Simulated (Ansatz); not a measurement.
Program: Ansatz. Geometries: PBE0-D4/def2-TZVP. ΔE: electronic, gas phase. CBS: MP2 limit from def2 TZ/QZ plus the TZ coupled-cluster correction, frozen cores. This one scheme is used for every species. DFT in def2-TZVPP. One conformer a species, not always the lowest.

Reaction (redistribution): `O[SiH2][SiH2]P` + `N#C[SiH3]` → `O[SiH2][SiH3]` + `N#C[SiH2]P`

`O[SiH2][SiH2]P`:

Cartesian coordinates in Å:
```
O -1.026 0.210 1.713
Si -1.226 -0.504 0.233
Si 0.919 -0.677 -0.675
P 2.015 1.299 -0.658
H -1.808 0.357 2.246
H -1.902 -1.829 0.367
H -2.086 0.332 -0.656
H 1.741 -1.659 0.084
H 0.831 -1.142 -2.088
H 0.928 2.010 -1.236
H 1.613 1.604 0.671
```

`N#C[SiH3]`:

```xyz
6

N    -2.216   -0.777    0.560
C    -1.158   -0.407    0.294
Si    0.538    0.188   -0.136
H     0.811    1.386    0.688
H     0.542    0.515   -1.578
H     1.484   -0.905    0.172
```

`O[SiH2][SiH3]`:

Z-matrix (Å, degrees):
```
Si
Si 1 2.347
O 1 1.654 2 112.4
H 1 1.484 2 110.6 3 117.6
H 1 1.493 2 108.5 3 -123.5
H 2 1.489 1 110.0 3 177.8
H 2 1.491 1 110.1 3 58.6
H 2 1.488 1 111.4 3 -61.5
H 3 0.958 1 117.6 2 -58.8
```

`N#C[SiH2]P`:

```xyz
8

N    -1.629   -0.980    2.239
C    -0.868   -0.451    1.554
Si    0.336    0.368    0.413
P    -0.489    0.153   -1.666
H     1.646   -0.280    0.654
H     0.388    1.799    0.793
H    -0.115   -1.215   -1.746
H     0.730    0.606   -2.242
```

```tsv
level	ΔE (kJ/mol)	difference from CCSD(T)/CBS
PBE-D4	3.5	-2.1
r2SCAN-D4	3.9	-1.7
PBE0-D4	4.6	-1.0
ωB97X-V	4.8	-0.8
MP2/def2-TZVPP	6.1	0.5
SCS-MP2/def2-TZVPP	5.8	0.2
CCSD/def2-TZVPP	5.2	-0.4
CCSD(T)/def2-TZVPP	5.2	-0.4
SCS-MP2/def2-QZVPP	5.9	0.3
HF/CBS(def2)	5.1	-0.5
CCSD(T)/CBS	5.6	0
```

Largest T1 diagnostic among the species: 0.014.
